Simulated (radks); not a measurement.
Spin polarisation of the 5d1 shell in the lanthanum ion La2+. Start: [Xe] 5d(up 0.5, down 0.5); electrons of 5d are moved from spin down to spin up, other shells keep equal spins. Calculated with a radial shooting solver on a logarithmic mesh with Libxc functionals: scalar-relativistic Kohn-Sham, LDA (Slater exchange, Perdew-Wang correlation), spin-polarised, spherical densities, finite nucleus; Fermi nuclear charge, rms radius of each element as measured or else 0.836 A^(1/3) + 0.57 fm.

| moment (Bohr magnetons) | E - E(0) (eV) | e(5d up) (eV) | e(5d down) (eV) | 5p down minus up (eV) | 5s down minus up (eV) | 4d down minus up (eV) |
|---|---|---|---|---|---|---|
| 0 | 0.000 | -14.862 | -14.862 | 0.000 | 0.000 | 0.000 |
| 0.25 | -0.009 | -14.933 | -14.788 | 0.109 | 0.084 | 0.014 |
| 0.5 | -0.036 | -15.000 | -14.710 | 0.218 | 0.168 | 0.028 |
| 0.75 | -0.081 | -15.064 | -14.627 | 0.327 | 0.252 | 0.043 |
| 1 | -0.145 | -15.125 | -14.540 | 0.437 | 0.336 | 0.057 |

At moment 1 the spin-polarisation energy is -0.145 eV and the 5d exchange splitting 0.585 eV, that is 0.585 eV per Bohr magneton; E = -I m^2/4 would give I = 0.581 eV.
